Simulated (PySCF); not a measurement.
A series of substituents X on one scaffold: 1,3-butadien-2-yl-X. Isolated molecules, 0 K electronic values unless said otherwise. One relaxed conformer stands for each flexible species; it need not be the lowest. Strings in code marks are SMILES.

Method: PySCF with PBE-D3(BJ)/def2-TZVP. All candidates: neutral, multiplicity 1. Delta-SCF ions had no search for a lower state. Excitations are Tamm–Dancoff values on a coarser integration grid. The basis has no diffuse functions, so Rydberg states are missing or too high.

```json
{
  "HOMO": "-6.02 eV",
  "S1 excitation (TDA)": "5.20 eV",
  "vertical ionisation energy (Delta-SCF)": "8.89 eV"
}
```

Q: Which member has these values?
(A) `C=CC(=C)Br` (C–C–C–Br torsion 0°)
(B) `C=CC(=C)N`
(C) `C=CC(=C)[SiH3]` (C–C–C–Si torsion 0°)
(D) `C=CC(=C)Cl` (C–C–C–Cl torsion 0°)

A: D, `C=CC(=C)Cl` (C–C–C–Cl torsion 0°). The others give `C=CC(=C)Br` (C–C–C–Br torsion 0°): -6.03 eV, 4.71 eV, 8.81 eV; `C=CC(=C)[SiH3]` (C–C–C–Si torsion 0°): -6.04 eV, 5.52 eV, 8.88 eV; `C=CC(=C)N`: -5.01 eV, 4.46 eV, 7.97 eV
